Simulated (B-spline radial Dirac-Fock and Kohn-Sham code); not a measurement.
Binding energies of Al at several levels of theory

System: atomic aluminum in the configuration [Ne] 3s2 3p1.

The density-functional columns are spherical, spin-unpolarised Dirac-Kohn-Sham results without Breit or QED terms: −ε is minus the orbital energy of the initial state and ΔSCF the difference of two total energies, and "half-occupied" is minus the orbital energy with half an electron removed (Slater transition state). The reference in the last column comes from relaxed Dirac-Fock hole states (ΔSCF) with Breit and QED corrections and a finite nucleus. All numbers are from an atomic code on a B-spline grid, in eV; a selection of levels is shown. The Kohn-Sham columns are given as differences from the reference.

```tsv
level	LDA −ε − DF	LDA ΔSCF − DF	LDA half-occupied − DF	PBE ΔSCF − DF	PBE0 −ε − DF	Dirac-Fock
K	-63.9	+5.1	+5.0	+12.3	-35.6	1568.1
L1	-20.5	-8.0	-8.1	-7.3	-12.8	128.0
L2	-11.0	+2.2	+2.0	+2.1	-6.0	80.99
L3	-11.0	+2.2	+2.0	+2.1	-6.1	80.58
M1	-2.3	+1.5	+1.5	+1.4	-1.3	10.14
M2,3	-2.7	+0.4	+0.3	+0.3	-3.2	5.49
```

For the outermost level NIST gives 5.985769 eV (measured); the differences from it are LDA −ε -3.20, LDA ΔSCF -0.15, LDA half-occupied -0.21, PBE ΔSCF -0.22, PBE0 −ε -3.66, Dirac-Fock -0.50 eV. The computed values are configuration averages and the table refers to the lowest terms.
